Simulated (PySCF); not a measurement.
## Correlation energy of Cl²⁺ (chlorine, charge +2)

[Ne] 3s1 3p4, high-spin 4P determinant (an excited configuration). Computed with PySCF 2.14 in ANO-RCC-VTZP, with the spin-free X2C one-electron Hamiltonian (Gaussian nucleus). Frozen: [Ne]; 5 electrons correlated.

MP2 pair energies summed by pair of shells (mhartree):

```csv
pair,energy,share (%)
3p-3p,-86.42,89.2
3s-3p,-10.44,10.8
```

Total MP2 correlation energy: -96.86 mhartree.

Same-spin part -25.43 and opposite-spin part -71.43 mhartree; SCS-MP2 scales them by 1/3 and 6/5 to -94.19 mhartree.
